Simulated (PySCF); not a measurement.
## Bonding in `Clc1ccc(P2CC2)cc1`

C8H8ClP.
Atom-mapped SMILES: `[Cl:1][c:2]1[cH:3][cH:4][c:5]([P:6]2[CH2:7][CH2:8]2)[cH:9][cH:10]1` (hydrogens: H11 on C3; H12 on C4; H13, H14 on C7; H15, H16 on C8; H17 on C9; H18 on C10)

Cartesian coordinates in Å at the GFN2-xTB level; atoms count from 1:
```
atom  x, y, z in Å
Cl1   -4.2423    0.0570    0.6794
C2    -2.6270    0.0188    0.0613
C3    -1.9928    1.2070   -0.2659
C4    -0.7007    1.1709   -0.7556
C5    -0.0331   -0.0390   -0.9068
P6     1.6684   -0.0824   -1.6111
C7     2.5509    0.7622   -0.2296
C8     2.5530   -0.7389   -0.1321
C9    -0.6959   -1.2216   -0.5984
C10   -1.9870   -1.1992   -0.1051
H11   -2.5072    2.1471   -0.1407
H12   -0.2010    2.0930   -1.0169
H13    1.9564    1.3125    0.4871
H14    3.4869    1.2440   -0.4794
H15    1.9600   -1.1940    0.6498
H16    3.4902   -1.2464   -0.3181
H17   -0.1926   -2.1674   -0.7412
H18   -2.4949   -2.1172    0.1472
```

Bond orders from the PBE0/pcSseg-1 density (PySCF). One conformer (not necessarily the lowest) at the GFN2-xTB geometry, without solvent, vibrations or thermal averaging.

Q: Where do the orders between heavy atoms depart from those drawn in the SMILES?

A: The largest departure is 0.148, at C2–C3 (drawn aromatic, 1.352) and C10–C2 (drawn aromatic, 1.352), counting aromatic bonds as 1.5. The bonds drawn aromatic range from 1.35 to 1.44.

Q: Give the Mayer order of every bond, beside its length.

A: 
```tsv
bond	drawn as	length (Å)	Mayer order
Cl1–C2	single	1.730	1.085
C2–C3	aromatic	1.386	1.352
C3–C4	aromatic	1.382	1.440
C4–C5	aromatic	1.390	1.391
C5–P6	single	1.842	0.926
P6–C7	single	1.844	0.926
C7–C8	single	1.504	0.973
C5–C9	aromatic	1.390	1.392
C9–C10	aromatic	1.382	1.440
C10–C2	aromatic	1.386	1.352
C8–P6	single	1.844	0.926
C3–H11	single	1.079	0.961
C4–H12	single	1.081	0.960
C7–H13	single	1.082	0.937
C7–H14	single	1.082	0.948
C8–H15	single	1.082	0.937
C8–H16	single	1.082	0.948
C9–H17	single	1.081	0.960
C10–H18	single	1.079	0.961
```

Bonds between the same two heavy elements. C–C: lowest C7–C8 (0.973, 1.504 Å), highest C3–C4 and C9–C10 (1.440, 1.382 Å); in 4 of the 21 pairs the longer bond (by over 0.003 Å) has the higher order (by 0.02 or more). C–P: all 3 within 0.02 of one another (0.926 to 0.926). Bonds named together lie within 0.004.

Q: Sum the orders of all bonds at each heavy atom with more than one neighbour and set the sums beside the valence in the SMILES.

A: C2 3.789 (drawn 4), C3 3.753 (drawn 4), C4 3.791 (drawn 4), C5 3.709 (drawn 4), P6 2.778 (drawn 3), C7 3.784 (drawn 4), C8 3.784 (drawn 4), C9 3.792 (drawn 4), C10 3.753 (drawn 4). Orders between atoms that aren't bonded are not in these sums.

For a closed shell the Mayer order of atoms A and B is Σ (PS)μν (PS)νμ over the basis functions μ on A and ν on B, with P the density and S the overlap matrix.
